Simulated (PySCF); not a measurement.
BiF₂H₃Si. Atoms are numbered in the order given.

```xyz
7

Bi    -0.3794     0.2521     0.0000
F     -0.5229    -1.0981     1.5366
F     -0.5229    -1.0981    -1.5366
Si     2.3210    -0.0563     0.0000
H      2.9109     0.5772    -1.2166
H      2.9109     0.5772     1.2166
H      2.5848    -1.5202     0.0000
```
Charge 0, spin multiplicity 1.

Coordinates come from a B3LYP-D3(BJ)/def2-SVP optimisation. The def2 effective core potentials stand for the cores of Bi; spin–orbit coupling is left out.

Method: B3LYP-D3(BJ)/def2-SVP (PySCF 2.14.0).

Frequencies are harmonic and unscaled.

Computed harmonic wavenumbers and intensities:
| mode | ν (cm⁻¹) | IR (km/mol) | Raman (Å⁴/amu) | depolarisation | moving atoms (share of kinetic energy) |
|---|---|---|---|---|---|
| 1 | 71 | 0.4 | 1.0 | 0.75 | F 52 %, H 31 %, Si 14 % |
| 2 | 103 | 0.0 | 0.3 | 0.75 | H 74 %, F 21 % |
| 3 | 104 | 9.1 | 1.0 | 0.58 | F 67 %, Si 18 % |
| 4 | 169 | 8.2 | 1.2 | 0.74 | F 91 %, Bi 8 % |
| 5 | 267 | 8.2 | 34.5 | 0.28 | Si 75 %, Bi 15 %, H 10 % |
| 6 | 444 | 9.9 | 13.9 | 0.75 | H 87 %, Si 10 % |
| 7 | 452 | 9.6 | 13.6 | 0.75 | H 87 %, Si 11 % |
| 8 | 564 | 62.9 | 5.9 | 0.75 | F 91 %, Bi 9 % |
| 9 | 570 | 54.5 | 8.1 | 0.12 | F 92 % |
| 10 | 840 | 333.3 | 1.6 | 0.14 | H 90 %, Si 9 % |
| 11 | 933 | 35.6 | 25.7 | 0.75 | H 97 % |
| 12 | 937 | 47.8 | 27.0 | 0.75 | H 97 % |
| 13 | 2201 | 77.0 | 248.6 | 0.04 | H 99 % |
| 14 | 2217 | 95.3 | 125.8 | 0.75 | H 96 % |
| 15 | 2247 | 60.5 | 127.6 | 0.51 | H 96 % |
